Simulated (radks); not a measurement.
Question: Radial electron density D(r) = 4 pi r^2 rho(r) of an atom or ion with 2 electrons. All-electron calculation, scalar-relativistic Kohn-Sham, r2SCAN, spin-polarised, spherical densities, finite nucleus; meta-GGA in the generalised Kohn-Sham scheme; Fermi nuclear charge, rms radius of each element as measured or else 0.836 A^(1/3) + 0.57 fm. Program: a radial shooting solver on a logarithmic mesh with Libxc functionals.

```
   r/bohr * D(r) (the largest magnitude, 4.96, reaches the edge; | marks zero)
  0.01374 | *
  0.01477 | *
    0.016 | *
   0.0172 | *
  0.01863 |  *
  0.02018 |  *
  0.02169 |   *
  0.02349 |   *
  0.02545 |    *
  0.02735 |     *
  0.02963 |     *
  0.03209 |      *
  0.03449 |       *
  0.03736 |        *
  0.04015 |          *
  0.04349 |           *
  0.04712 |             *
  0.05063 |              *
  0.05485 |                *
  0.05942 |                  *
  0.06386 |                    *
  0.06917 |                      *
  0.07494 |                         *
  0.08053 |                           *
  0.08724 |                              *
  0.09375 |                                 *
   0.1016 |                                    *
     0.11 |                                       *
   0.1182 |                                         *
   0.1281 |                                            *
   0.1387 |                                               *
   0.1491 |                                                 *
   0.1615 |                                                   *
   0.1736 |                                                    *
    0.188 |                                                     *
   0.2037 |                                                      *
   0.2189 |                                                      *
   0.2371 |                                                     *
   0.2569 |                                                    *
   0.2761 |                                                  *
   0.2991 |                                               *
    0.324 |                                            *
   0.3482 |                                        *
   0.3771 |                                    *
   0.4053 |                                *
   0.4391 |                           *
   0.4756 |                       *
   0.5111 |                   *
   0.5537 |               *
   0.5998 |           *
   0.6446 |         *
   0.6983 |      *
   0.7564 |    *
   0.8129 |  *
   0.8806 | *
   0.9464 |*
    1.025 |*
    1.111 *
    1.193 *
    1.293 *
```

What is the nuclear charge?

Answer: Z = 5. The innermost maximum, from 1s, lies near gamma/Z bohr with gamma = sqrt(1 - (Z/c)^2) = 0.999, here 0.2 bohr (found: 0.210), and its height grows with Z. The density is that of the boron ion B3+ in [He]; the configuration itself is not fixed sharply by these data. D(r) has 1 maximum, at r = 0.210 bohr.
